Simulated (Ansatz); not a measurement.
C4H12AuPS, SMILES `C[S][Au-][P+](C)(C)C`. Charge 0, multiplicity 1. Correlated methods include outer-core shells of Au, which these sets cover unevenly. Au: def2 effective core potential.

```xyz
19

C     1.5004   -1.6156    3.7729
S     2.4322   -0.4437    2.7399
Au    1.0573   -0.0402    0.9509
P    -0.2346    0.4193   -0.8530
C    -1.9243    0.9703   -0.4751
C     0.4156    1.7396   -1.9179
C    -0.4917   -0.9650   -2.0019
H     0.5610   -1.1881    4.1228
H     1.2995   -2.5482    3.2459
H     2.1224   -1.8380    4.6417
H    -1.8801    1.8712    0.1385
H    -2.4864    1.1789   -1.3887
H    -2.4379    0.1960    0.0966
H    -0.2442    1.9201   -2.7701
H     0.5156    2.6565   -1.3355
H     1.4055    1.4575   -2.2792
H    -0.9682   -1.7906   -1.4714
H     0.4752   -1.3119   -2.3690
H    -1.1172   -0.6680   -2.8473
```

Task: Give the diagnostics of a CCSD(T)/def2-TZVPP run (frozen core, Ansatz 0.2.0). (Estimate.)

Result: Ansatz gave: T1 = 0.0133, largest single amplitude 0.024, largest double 0.023, (T) share of the correlation energy 4.1 %, 11 CCSD cycles. The RHF solution is stable towards an unrestricted one. T1 lies under the customary mark of 0.02 for closed shells.
